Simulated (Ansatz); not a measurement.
An input meant for GeMe3(NHiPr) (C₆H₁₇GeN) (charge 0, singlet; with a point charge).

```yaml
crystal:
  periodic: [false, false, false]
  atoms:
    - {symbol: Ge, position_ang: [0.229908, 0.490384, 0.878402]}
    - {symbol: C, position_ang: [-0.030998, 0.725418, 2.942355]}
    - {symbol: H, position_ang: [0.449168, -0.359078, 3.507182]}
    - {symbol: H, position_ang: [-0.965106, 0.670769, 3.186674]}
    - {symbol: H, position_ang: [0.529189, 1.309703, 3.330166]}
    - {symbol: C, position_ang: [2.424320, 0.462265, 0.883136]}
    - {symbol: H, position_ang: [2.450823, 0.741571, -0.562829]}
    - {symbol: H, position_ang: [2.867713, -0.320822, 1.044198]}
    - {symbol: H, position_ang: [2.679019, 1.401649, 1.224870]}
    - {symbol: C, position_ang: [-0.519663, 2.149708, 0.058701]}
    - {symbol: H, position_ang: [-1.818611, 2.199700, 0.278394]}
    - {symbol: H, position_ang: [-0.302039, 2.246746, -1.019418]}
    - {symbol: H, position_ang: [-0.238302, 2.836710, 0.749946]}
    - {symbol: N, position_ang: [-0.234595, -1.125764, 0.316683]}
    - {symbol: C, position_ang: [-0.551014, -1.387046, -1.002928]}
    - {symbol: C, position_ang: [0.561686, -0.975818, -2.078469]}
    - {symbol: C, position_ang: [-1.867086, -0.878351, -1.514564]}
    - {symbol: H, position_ang: [-1.083681, -1.430791, 1.013636]}
    - {symbol: H, position_ang: [-0.640987, -2.634927, -1.052989]}
    - {symbol: H, position_ang: [0.760928, -0.005135, -1.946705]}
    - {symbol: H, position_ang: [0.460924, -1.614929, -3.014329]}
    - {symbol: H, position_ang: [1.602392, -1.550832, -1.456347]}
    - {symbol: H, position_ang: [-1.750145, 0.198166, -1.668374]}
    - {symbol: H, position_ang: [-2.141413, -1.361536, -2.621041]}
    - {symbol: H, position_ang: [-2.721481, -1.244418, -0.908576]}
basis:
  gaussian: {orbitals: STO-3G, point_charges: [{charge: 0.50, position_ang: [5.685, -0.511, -0.520]}]}
hamiltonian: {xc: {name: B3LYP}, dispersion: d4}
relax: {f_tol: 0.001, max_steps: 2}
```

```sh
$ ansatz run in.yaml --threads 4 --pin off --events-out ev --progress --plain --max-ram 6963MiB
```

Problem. Predict how Ansatz answers.

Solution. The SCF steps converged, but the relaxation ran out of steps. The relaxation is allowed too few steps for its threshold.
```
Functional definition: B3LYP
999 factors; integrals over basis functions are off by at most 1.7e-5 eV
mean field evaluation 1: about -63747.7153 eV, gradient 3.5e1 eV
mean field evaluation 2: about -63747.9988 eV, gradient 3.2e1 eV
mean field evaluation 4: about -63751.4005 eV, gradient 2.3e0 eV
mean field evaluation 8: about -63751.2432 eV, gradient 4.3e-2 eV
mean field evaluation 16: about -63751.2432 eV, gradient 3.2e-5 eV
mean field -63751.24320899 eV, -2342.8149757859 hartree, gradient 3.2e-5 eV, S^2 0.000000; 0 other end points of the search recorded, 0 dependent functions left out
reference -63751.24348800 eV, -2342.8149860391 hartree; 46, 46 occupied and 24, 24 virtual orbitals, 999 factors
relax step   1: F+E_penalty+E_count = -63752.29005654 eV  Δ(F+E_penalty+E_count) = +0.000e0 eV  max|allowed force component| = 1.513e1 eV/Å  Δτ_max = 0.0000 Å  (25 SCF iters, accepted)
999 factors; integrals over basis functions are off by at most 2.1e-5 eV
mean field -63760.51687253 eV, -2343.1557766349 hartree, gradient 1.1e-5 eV, S^2 0.000000; 0 other end points of the search recorded, 0 dependent functions left out
reference -63760.51715097 eV, -2343.1557868673 hartree; 46, 46 occupied and 24, 24 virtual orbitals, 999 factors
relax step   2: F+E_penalty+E_count = -63761.51341773 eV  Δ(F+E_penalty+E_count) = -9.223e0 eV  max|allowed force component| = 3.783e0 eV/Å  Δτ_max = 0.1944 Å  (25 SCF iters, accepted)
Error: geometry relaxation did not converge after 2 steps: max|allowed force component| = 3.78e0 eV/Å (threshold 1.0e-3). Raise `relax.max_steps` over both its present limit and 2, loosen `relax.f_tol`, or start from a geometry closer to equilibrium. Where this run's directory can be resumed (`checkpoint.write`), a resume goes on for up to `relax.max_steps` more
```
